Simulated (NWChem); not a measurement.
System: C$_{2}$H$_{8}$OSi; SMILES C[C@@H](O)[SiH3]

```xyz
12

C     -1.1614     1.2604     0.1248
C      0.0352     0.4889    -0.3980
O      1.1987     1.0746     0.1683
Si    -0.0284    -1.3672     0.0523
H     -1.0619     2.3269    -0.1320
H     -2.1008     0.8844    -0.3081
H     -1.2276     1.1859     1.2213
H      0.0488     0.5817    -1.5047
H      1.9728     0.6706    -0.2373
H     -0.1656    -1.5285     1.5312
H      1.2586    -2.0010    -0.3796
H     -1.1588    -2.0731    -0.6303
```
Atoms are numbered in this order, from 1.

All runs: NWChem. All runs use the structure optimised with PBE0/def2-SVP. B3LYP is NWChem's, with the RPA form of VWN correlation. Total energies of different functionals are on different scales.

```csv
level,energy (Ha),highest occupied level (eV),orbital gap (eV),dipole (D)
PBE/def2-TZVP,-445.4434,-5.88,5.49,1.14
B3LYP/def2-TZVP,-445.8244,-7.12,7.28,1.22
PBE0/def2-TZVP,-445.4895,-7.32,7.76,1.21
CAM-B3LYP/def2-TZVP,-445.7283,?,?,?
TPSSh/def2-TZVP,-445.8243,-6.54,6.72,1.19
```

Problem. Some entries are withheld; supply them.

Solution. 
- CAM-B3LYP/def2-TZVP, highest occupied level (eV): -8.75
- CAM-B3LYP/def2-TZVP, orbital gap (eV): 10.05
- CAM-B3LYP/def2-TZVP, dipole (D): 1.27
